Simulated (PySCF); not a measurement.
A PySCF script (with the pyscf-properties extension) for the NMR shieldings of SMILES C#C[C@@]1(BCl)[C@@H]2[C@@H](C)[C@@H]21, C7H8BCl, on a GFN2-xTB geometry:

```python
import basis_set_exchange as bse
import numpy as np
from pyscf import gto, dft
from pyscf.prop import nmr

atoms = """
C    -2.742572    1.357485   -1.459515
C    -1.948785    0.856431   -0.715928
C    -0.991668    0.257302    0.182754
B    -1.518280   -0.045164    1.624278
Cl   -3.120760    0.357458    2.011547
C     0.014205   -0.635661   -0.551536
C     1.176081   -0.497801    0.383954
C     2.560512   -0.764900   -0.156991
C     0.441076    0.703600   -0.125478
H    -3.443824    1.796086   -2.104337
H    -0.873890   -0.544208    2.465900
H    -0.106513   -1.134574   -1.489063
H     1.054885   -0.788253    1.421053
H     2.631346   -0.458431   -1.198166
H     2.795532   -1.825493   -0.091578
H     3.304616   -0.215615    0.416721
H     0.761044    1.593769   -0.623526
"""
names = dict.fromkeys(["C", "B", "Cl", "H"], "pcSseg-1")
basis = {el: gto.basis.parse(bse.get_basis(n, elements=[el], fmt="nwchem")) for el, n in names.items()}
mol = gto.M(atom=atoms, basis=basis, charge=0, verbose=0)
mf = dft.RKS(mol, xc="PBE0")
mf.grids.level = 2
mf.grids.alignment = dft.numint.BLKSIZE   # the property module wants whole blocks of grid points
mf.conv_tol = 1e-9
mf.kernel()

calc = nmr.RKS(mf)   # GIAO
C = mf.mo_coeff
Co = C[:, mf.mo_occ > 0]
resp = mf.gen_response(singlet=True, hermi=2)
def vind(x):   # induced exchange potential for any number of trial vectors
    d = np.einsum("pi,xij,qj->xpq", C, 2 * x.reshape(-1, C.shape[1], Co.shape[1]), Co, optimize=True)
    return np.einsum("xpq,pi,qj->xij", resp(d - d.transpose(0, 2, 1)), C, Co, optimize=True).ravel()
mo1, _ = nmr.rhf.solve_mo1(calc, with_cphf=vind)
sigma = calc.kernel(mo1)
for i, s in enumerate(sigma):   # ppm
    print("%2d %-2s %9.2f" % (i, mol.atom_pure_symbol(i), np.trace(s) / 3))
```

Q: What does it print?

A: 
```
 0 C     110.27
 1 C      98.21
 2 C     145.47
 3 B      30.05
 4 Cl    629.98
 5 C     161.10
 6 C     150.89
 7 C     169.64
 8 C     160.57
 9 H      30.12
10 H      25.06
11 H      29.16
12 H      29.85
13 H      31.25
14 H      30.26
15 H      30.26
16 H      29.14
```

These numbers come from an equivalent density-fitted implementation of the same equations, which agrees with the script to about 0.01 ppm for H and up to a few tenths of a ppm for heavy atoms, so last digits may differ.

Size and cost of the density-fitted run: 200 basis functions, 98 s wall time on 1 thread of an Intel Xeon, shared host; peak memory 0.88 GiB.
